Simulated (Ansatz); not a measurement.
Ideal-gas functions of AuBrF3P (`F[P+](F)(F)[Au-][Br]`) at 500 K and 1 bar, from an Ansatz frequency run at PBE0-D4/def2-TZVP.

Molar mass 364.84 g/mol, point group C3v (symmetry number 3), electronic degeneracy 1, moments of inertia 105.916, 1125.26, 1125.264 u Å². Harmonic wavenumbers (cm⁻¹, unscaled): 54, 54, 203, 203, 220, 276, 373, 373, 531, 936, 953, 953.

Use S(trans) = R[1.5 ln M + 2.5 ln T − 1.1517]; rotational temperatures θ = 24.2544 K / I; S(rot) = R[ln(√π/σ · √(T³/θAθBθC)) + 1.5]; for each mode x = 1.438777 ν̃/T, S = R[x/(eˣ − 1) − ln(1 − e⁻ˣ)] and H = RT x/(eˣ − 1); 1 cm⁻¹ = 0.0119627 kJ/mol; R = 8.31446 J/(mol·K).

Task: By hand: the entropy, in J/(mol·K).

Result: Translation 193.2. Rotation: θ = 0.229, 0.0216, 0.0216 K, giving 123.6. Vibration, mode by mode: 23.80, 23.80, 12.90, 12.90, 12.25, 10.45, 8.11, 8.11, 5.55, 2.21, 2.12, 2.12, in all 124.3. Electronic 0.0. Sum 441.1 J/(mol·K).

Task: By hand: H − E and G − E in kJ/mol, counted from the electronic energy.

Result: Zero-point energy ½ × 5129 × 0.0119627 = 30.7; thermal vibration 28.3; translation, rotation and pV give 4 RT = 16.6. H − E = 75.6 kJ/mol, and G − E = 75.6 − 500 × 441.1/1000 = -144.9 kJ/mol.

Vibration gives 28 % of the entropy, 47.6 J/(mol·K) of it from the modes under 150 cm⁻¹: soft modes count most, and the harmonic formula is weakest for them. The sum counts one conformer and one mirror image; others add a mixing term.
